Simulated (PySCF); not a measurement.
A structure optimised at PBE-D3(BJ)/def2-TZVPD, used in a PySCF frequency run:

```
Al
H 1 1.6368
H 1 1.6368 2 110.42
Al 1 2.4979 2 124.79 3 180.00
H 4 1.6368 1 124.79 2 180.00
H 4 1.6368 5 110.42 1 180.00
```
Charge -1, spin multiplicity 2.

Write its SMILES, formula and point group.

[AlH2][AlH2-], Al2H4, D2h

What are its rotational constants (standard atomic weights)?

69.364, 4.8883, 4.5665 GHz
